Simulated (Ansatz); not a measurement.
Geometry optimisation, Ansatz 0.2.0, RKS PBE0-D4/def2-SVP.

Input file:

```yaml
crystal:
  periodic: [false, false, false]
  atoms:
    - { symbol: "N", position_ang: [-0.55317, 0.97513, 0.06796] }
    - { symbol: B, position_ang: [-0.03543, -0.37267, 0.00108] }
    - { symbol: O, position_ang: [-1.03799, -1.31845, -0.33022] }
    - { symbol: S, position_ang: [1.64051, -0.77813, 0.26785] }
    - { symbol: H, position_ang: [0.08014, 1.75763, 0.04527] }
    - { symbol: H, position_ang: [-1.45294, 1.1867, -0.32786] }
    - { symbol: H, position_ang: [-0.63032, -2.17971, -0.42192] }
total_charge: -1
basis:
  gaussian: { orbitals: def2-SVP }
hamiltonian:
  xc: pbe0
  dispersion: d4
relax:
  f_tol: 0.015
  max_steps: 40
output:
  orbitals: {}
```

Run as:

```bash
$ ansatz run input.yaml --threads 1 --pin off --max-ram 2048MiB --backend cpu --events-out ev --progress --plain --runs-dir out
```

Question: Where does it end, and by what steps?

Answer: The forces met the threshold. Limits of this set-up: an anion without diffuse functions, the dipole of an ion depends on the origin. After 6 steps the energy has fallen by 0.052 eV; H7 moved furthest, 0.10 Å.

```csv
step,energy less start (eV),largest force component (eV/Å),accepted
0,0.0000,0.796,yes
1,-0.0271,0.328,yes
2,-0.0417,0.207,yes
3,-0.0475,0.226,yes
4,-0.0511,0.193,yes
5,-0.0410,0.561,no
6,-0.0524,0.006,yes
```

```xyz
7
Properties=species:S:1:pos:R:3
N -0.596 0.982 0.123
B -0.059 -0.366 -0.008
O -1.058 -1.310 -0.343
S 1.639 -0.826 0.228
H 0.087 1.725 0.064
H -1.445 1.199 -0.389
H -0.558 -2.134 -0.373
```

Time of the run: 24 s on 1 thread of Arm Neoverse V1, on a shared host, peak memory 0.14 GiB.
